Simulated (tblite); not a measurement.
A geometry optimisation, step by step.

Compound: C3H7BrSSi.
Numbering: `[SH:1][SiH2:2][CH2:3]/[CH:4]=[CH:5]\[Br:6]` (hydrogens: H7 on S1; H8, H9 on Si2; H10, H11 on C3; H12 on C4; H13 on C5)

Computed with GFN2-xTB (tblite), gas phase: L-BFGS steps from a force-field or distance-geometry start until the largest atomic force falls under 0.01 eV/Å. 9 of its 128 geometries are shown.

Step 0: E = -517.8138 eV, largest atomic force 2.288 eV/Å
```
atom  x, y, z in Å  |  force x, y, z in eV/Å
S1      1.925    1.290    0.317    0.990   0.771  -0.112
Si2     1.324   -0.767    0.310    1.703  -1.166   0.987
C3     -0.366   -0.876   -0.434   -1.119   0.339  -1.124
C4     -0.877    0.535   -0.512   -0.507  -1.098   0.343
C5     -1.965    0.958    0.104    0.075   0.807  -0.308
Br6    -3.064   -0.191    1.151   -0.040   0.432  -0.062
H7      3.312    1.473    0.250   -1.226  -0.705   0.115
H8      2.279   -1.603   -0.439   -0.070   0.314   0.017
H9      1.331   -1.299    1.700   -0.048   0.359  -0.351
H10    -0.297   -1.230   -1.491   -0.056  -0.033   0.724
H11    -1.068   -1.532    0.128    0.579   0.458  -0.476
H12    -0.299    1.228   -1.089    0.065   0.193  -0.208
H13    -2.240    2.014   -0.014   -0.345  -0.672   0.457
```

Step 16: E = -518.2078 eV, largest atomic force 0.200 eV/Å
```
atom  x, y, z in Å  |  force x, y, z in eV/Å
S1      1.932    1.306    0.272    0.185   0.072  -0.028
Si2     1.395   -0.774    0.331    0.006  -0.098   0.058
C3     -0.339   -0.832   -0.470   -0.030   0.022  -0.027
C4     -0.937    0.521   -0.544    0.052   0.076   0.011
C5     -1.998    0.971    0.101   -0.028  -0.007  -0.030
Br6    -3.094   -0.114    1.201   -0.016   0.004   0.083
H7      3.244    1.133    0.332   -0.024   0.017   0.053
H8      2.389   -1.505   -0.451   -0.047   0.023   0.012
H9      1.375   -1.208    1.724   -0.011   0.022  -0.025
H10    -0.239   -1.228   -1.481   -0.017  -0.050  -0.034
H11    -0.988   -1.502    0.093   -0.004  -0.046  -0.035
H12    -0.411    1.243   -1.155    0.032  -0.009  -0.068
H13    -2.334    1.991    0.030   -0.098  -0.027   0.031
```

Step 32: E = -518.2394 eV, largest atomic force 0.093 eV/Å
```
atom  x, y, z in Å  |  force x, y, z in eV/Å
S1      2.116    1.293    0.194   -0.055  -0.025  -0.032
Si2     1.391   -0.736    0.316    0.057   0.017   0.038
C3     -0.337   -0.790   -0.501    0.032  -0.025  -0.001
C4     -0.989    0.539   -0.576    0.017  -0.012  -0.041
C5     -2.051    0.945    0.098    0.057   0.023   0.008
Br6    -2.984   -0.134    1.348   -0.007  -0.027   0.014
H7      3.364    1.022    0.537   -0.008   0.002   0.014
H8      2.341   -1.544   -0.449   -0.053  -0.013   0.075
H9      1.323   -1.101    1.728    0.018   0.008  -0.040
H10    -0.208   -1.185   -1.510   -0.041   0.034  -0.044
H11    -0.968   -1.490    0.046    0.002  -0.020   0.010
H12    -0.529    1.250   -1.249    0.001   0.032  -0.025
H13    -2.474    1.930    0.000   -0.019   0.007   0.026
```

Step 48: E = -518.2549 eV, largest atomic force 0.192 eV/Å
```
atom  x, y, z in Å  |  force x, y, z in eV/Å
S1      2.150    1.239    0.016   -0.154  -0.043  -0.107
Si2     1.373   -0.754    0.311    0.018   0.173   0.054
C3     -0.324   -0.766   -0.565   -0.046   0.000  -0.070
C4     -0.990    0.559   -0.610   -0.005   0.004   0.049
C5     -2.019    0.936    0.129    0.016   0.009   0.125
Br6    -2.827   -0.196    1.424   -0.035   0.008   0.022
H7      3.277    1.069    0.673    0.141  -0.040   0.079
H8      2.285   -1.719   -0.290    0.014  -0.003  -0.058
H9      1.278   -0.961    1.748   -0.062   0.011   0.063
H10    -0.174   -1.115   -1.586    0.020  -0.029  -0.081
H11    -0.966   -1.489   -0.061    0.017  -0.017  -0.017
H12    -0.589    1.287   -1.304    0.047  -0.038  -0.005
H13    -2.477    1.911    0.097    0.030  -0.036  -0.054
```

Step 64: E = -518.2792 eV, largest atomic force 0.066 eV/Å
```
atom  x, y, z in Å  |  force x, y, z in eV/Å
S1      2.262    1.125   -0.214    0.003   0.004   0.017
Si2     1.305   -0.728    0.326    0.039  -0.016   0.023
C3     -0.310   -0.776   -0.685   -0.042   0.047  -0.019
C4     -0.996    0.536   -0.622    0.004   0.046  -0.023
C5     -1.936    0.903    0.232   -0.023  -0.012   0.026
Br6    -2.634   -0.254    1.566    0.006  -0.013  -0.008
H7      3.140    1.126    0.775    0.034  -0.003  -0.017
H8      2.161   -1.841   -0.068    0.027  -0.006   0.028
H9      1.055   -0.677    1.760   -0.011   0.005   0.014
H10    -0.076   -1.009   -1.723    0.004  -0.032  -0.030
H11    -0.941   -1.571   -0.292   -0.040   0.009   0.010
H12    -0.645    1.285   -1.320   -0.012   0.008  -0.034
H13    -2.389    1.881    0.247    0.011  -0.039   0.014
```

Step 79: E = -518.2867 eV, largest atomic force 0.059 eV/Å
```
atom  x, y, z in Å  |  force x, y, z in eV/Å
S1      2.333    1.070   -0.244   -0.015   0.029  -0.003
Si2     1.272   -0.708    0.351   -0.027   0.028  -0.045
C3     -0.304   -0.746   -0.730    0.010  -0.013  -0.005
C4     -1.016    0.552   -0.654    0.039  -0.026   0.009
C5     -1.922    0.879    0.252    0.009   0.012  -0.016
Br6    -2.500   -0.320    1.604   -0.021   0.003   0.018
H7      3.182    1.085    0.769    0.025  -0.016  -0.005
H8      2.111   -1.866    0.065    0.006  -0.032   0.014
H9      0.949   -0.568    1.763    0.007   0.004   0.024
H10    -0.042   -0.969   -1.764    0.023   0.017  -0.003
H11    -0.937   -1.555   -0.363   -0.015   0.010  -0.012
H12    -0.726    1.308   -1.374   -0.017  -0.021   0.022
H13    -2.406    1.839    0.307   -0.024   0.006   0.001
```

Step 95: E = -518.2925 eV, largest atomic force 0.032 eV/Å
```
atom  x, y, z in Å  |  force x, y, z in eV/Å
S1      2.296    1.115   -0.184    0.028  -0.012   0.009
Si2     1.254   -0.680    0.390    0.006  -0.002  -0.010
C3     -0.293   -0.732   -0.729    0.005   0.004   0.006
C4     -1.028    0.553   -0.655   -0.004   0.001   0.002
C5     -1.947    0.866    0.243    0.002   0.003   0.000
Br6    -2.507   -0.335    1.603   -0.013  -0.005  -0.005
H7      3.323    0.955    0.636   -0.015   0.007  -0.020
H8      2.109   -1.829    0.114    0.007   0.001   0.007
H9      0.914   -0.555    1.801   -0.006  -0.003   0.009
H10     0.008   -0.931   -1.757   -0.007   0.006  -0.003
H11    -0.927   -1.554   -0.396    0.005  -0.004   0.003
H12    -0.752    1.312   -1.375   -0.004   0.001   0.003
H13    -2.454    1.814    0.290   -0.003   0.003   0.000
```

Step 111: E = -518.2938 eV, largest atomic force 0.034 eV/Å
```
atom  x, y, z in Å  |  force x, y, z in eV/Å
S1      2.331    1.090   -0.223    0.003   0.001   0.006
Si2     1.258   -0.671    0.397    0.003   0.000  -0.001
C3     -0.285   -0.720   -0.727   -0.012  -0.008   0.003
C4     -1.030    0.559   -0.640    0.006   0.007   0.018
C5     -1.968    0.853    0.245   -0.005  -0.003   0.010
Br6    -2.554   -0.364    1.579   -0.002  -0.015  -0.021
H7      3.363    0.929    0.588    0.003  -0.001   0.000
H8      2.108   -1.834    0.167   -0.010  -0.001  -0.011
H9      0.898   -0.518    1.800    0.010   0.020   0.002
H10     0.014   -0.908   -1.758    0.009   0.016   0.007
H11    -0.912   -1.551   -0.403   -0.014  -0.001   0.007
H12    -0.745    1.337   -1.335    0.008  -0.021  -0.026
H13    -2.482    1.798    0.291    0.002   0.007   0.007
```

Step 127: E = -518.2965 eV, largest atomic force 0.009 eV/Å
```
atom  x, y, z in Å  |  force x, y, z in eV/Å
S1      2.436    1.012   -0.321    0.002   0.005  -0.005
Si2     1.261   -0.635    0.415    0.001  -0.002   0.000
C3     -0.274   -0.690   -0.719    0.002  -0.004   0.001
C4     -1.038    0.576   -0.608    0.003  -0.004   0.001
C5     -2.016    0.816    0.249   -0.004   0.002  -0.001
Br6    -2.642   -0.479    1.490    0.000   0.001  -0.001
H7      3.452    0.852    0.510    0.002   0.001   0.001
H8      2.044   -1.858    0.278   -0.002  -0.003  -0.001
H9      0.903   -0.346    1.797    0.001  -0.001   0.009
H10     0.039   -0.846   -1.751   -0.002  -0.001   0.002
H11    -0.892   -1.536   -0.418    0.002   0.002  -0.008
H12    -0.733    1.383   -1.261   -0.002  -0.001  -0.002
H13    -2.544    1.751    0.322   -0.003   0.003   0.003
```

Q: Summarise the path.

A: The energy falls by 0.4826 eV from step 0 to step 127; nine tenths of that is first reached at step 43. It falls at every step. The largest force goes from 2.288 to 0.009 eV/Å. Among the bonds S1–H7 changes most, from 1.401 to 1.322 Å; the atoms move by 0.604 Å rms after alignment.

Q: Follow the three bonds and two angles with the largest change from start to end.

A: 
```csv
step,E above end (eV),largest force (eV/Å),S1–H7 (Å),Si2–C3 (Å),Si2–H9 (Å),Si2–S1–H7 (°),H8–Si2–H9 (°)
0,0.4826,2.288,1.401,1.850,1.488,113.8,105.6
6,0.1601,0.322,1.326,1.921,1.465,104.1,113.5
11,0.1096,0.226,1.315,1.914,1.454,100.1,113.6
17,0.0862,0.168,1.324,1.915,1.461,96.5,111.7
22,0.0752,0.120,1.319,1.913,1.458,95.5,111.3
28,0.0639,0.134,1.326,1.919,1.457,97.0,112.8
33,0.0562,0.075,1.324,1.912,1.459,96.4,113.4
39,0.0517,0.092,1.323,1.910,1.458,96.0,112.2
44,0.0466,0.084,1.324,1.913,1.458,96.3,110.8
50,0.0381,0.080,1.326,1.913,1.458,96.6,110.6
55,0.0285,0.107,1.326,1.912,1.459,96.9,112.5
61,0.0198,0.060,1.323,1.909,1.458,96.1,113.1
66,0.0160,0.127,1.318,1.909,1.453,96.5,112.6
72,0.0123,0.034,1.322,1.912,1.457,96.2,112.6
77,0.0108,0.054,1.321,1.912,1.454,96.7,113.3
83,0.0087,0.052,1.321,1.908,1.458,95.9,112.7
88,0.0059,0.056,1.323,1.909,1.454,96.1,112.8
94,0.0041,0.025,1.323,1.909,1.457,96.3,112.6
99,0.0038,0.021,1.322,1.910,1.457,96.5,112.7
105,0.0034,0.016,1.323,1.910,1.457,96.6,112.7
110,0.0029,0.029,1.322,1.909,1.457,96.6,112.6
116,0.0016,0.054,1.322,1.909,1.458,96.7,112.3
121,0.0005,0.025,1.321,1.908,1.457,96.3,113.0
127,0.0000,0.009,1.322,1.909,1.457,96.4,112.8
```

What follows is the cost of the whole relaxation. Time: 0.94 s of wall time. Hardware: Arm Neoverse V1, one thread, shared host with 32 logical CPUs at a one-minute load of 3.8.
